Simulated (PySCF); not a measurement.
# Al (aluminium, neutral) across methods

[Ne] 3s1 3p1 3d1, one real determinant (an excited configuration). Computed with PySCF 2.14 in dyall-av2z (13s9p2d, 50 functions), with the non-relativistic Hamiltonian (point nucleus).

```
 method  E (hartree)  mean ε 3s α (eV)  mean ε 3p α (eV)  mean ε 3d α (eV)  Σ⟨r²⟩ (bohr²)   ⟨S²⟩
    LDA    -240.9933           -11.021            -5.377            -0.107          48.79  3.750
  B3LYP    -242.0603           -11.811            -6.053            -0.353          49.05  3.750
    UHF   -241.57699           -15.309            -8.949            -1.104          50.22  3.750
wB97M-V    -242.0097           -14.105            -7.690            -1.206          48.57  3.750
 M06-2X    -242.0066           -13.032            -6.867            -0.728          48.63  3.750
    PBE    -241.9131           -10.893            -5.401            -0.207          48.77  3.750
   PBE0    -241.9308           -12.102            -6.364            -0.512          49.05  3.750
```

Estimate the same row for r2SCAN.

E (hartree) = -242.0184; mean ε 3s α (eV) = -11.199; mean ε 3p α (eV) = -5.632; mean ε 3d α (eV) = -0.116; Σ⟨r²⟩ (bohr²) = 48.91; ⟨S²⟩ = 3.750.

⟨L²⟩ = 8.00 against 12 for a pure F term, so this real determinant mixes terms. The outer electron is Rydberg-like, and this basis confines it to a smaller radius and binds it less than a complete one would.
